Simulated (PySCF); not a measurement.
System: C3H2O, charge 0, multiplicity 1. 
Geometry from a B3LYP-D3(BJ)/def2-TZVP (Ansatz) optimisation:
SMILES: O=c1cc1
```xyz
6

O      1.5195    -0.1901     0.0624
C      0.3298    -0.0413     0.0135
C     -1.0024    -0.5494    -0.0487
C     -0.8370     0.7796    -0.0268
H     -1.7398    -1.3393    -0.0889
H     -1.3582     1.7270    -0.0382
```
Charge 0, spin multiplicity 1.

Dispersion corrections to the total energy (kcal/mol) from the dftd3 and dftd4 libraries through PySCF: D3(BJ) without and D4 with the three-body term, each with the damping fitted for the functional named.

```csv
functional,D3(BJ),D4
TPSSh,[?],-2.51
PBE0,-1.78,-1.68
B2PLYP,-1.67,-1.41
B2GP-PLYP,[?],-0.82
BP86,-3.25,-2.63
HF,-20.43,[?]
CAM-B3LYP,-1.54,-1.67
```

Complete the blanks.


- TPSSh, D3(BJ): -2.38
- B2GP-PLYP, D3(BJ): -1.27
- HF, D4: -8.42
